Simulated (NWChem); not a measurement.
# BeCl$_{2}$ in NWChem

```xyz
3

Be     0.0000     0.0000     0.0000
Cl     0.0000     0.0000     1.8144
Cl     0.0000     0.0000    -1.8144
```
Charge 0, spin multiplicity 1.

Everything below was run with NWChem. Structure: optimised with PBE/def2-SVP, a minimum by its harmonic frequencies.

The field's frequency is 0.0428 Ha (1065 nm).

The structure started from a generated list of species.

Q: Give the polarisability tensor in bohr³ at HF/def2-SVPD, in the frame of the coordinates, and its isotropic mean.

A: 
```
33.10   0.00   0.00
 0.00  33.10   0.00
 0.00   0.00  48.10
```
Mean (one third of the trace): 38.10 bohr³.
